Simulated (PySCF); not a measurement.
A structure optimised at PBE-D3(BJ)/def2-SVP, used in a PySCF frequency run:

```
C
F 1 1.3773
O 1 1.4461 2 109.40
C 3 1.3935 1 91.54 2 115.90
C 4 1.3386 3 127.52 1 177.22
H 5 1.0976 4 119.81 3 -179.65
H 5 1.0989 6 119.38 4 179.66
C 1 1.5086 2 109.19 3 -123.37
H 8 1.1062 1 110.51 2 179.95
H 8 1.1073 9 109.29 1 -121.36
H 8 1.1074 9 108.86 10 -118.79
C 4 1.5108 5 138.22 6 -1.70
H 12 1.1069 4 115.42 5 71.17
H 12 1.1070 13 110.25 1 -131.73
```

**Question.** Write its SMILES and formula.

**Answer.** C=C1C[C@@](C)(F)O1, C5H7FO

**Question.** What are its rotational constants (standard atomic weights)?

**Answer.** 5.4354, 1.9416, 1.8692 GHz
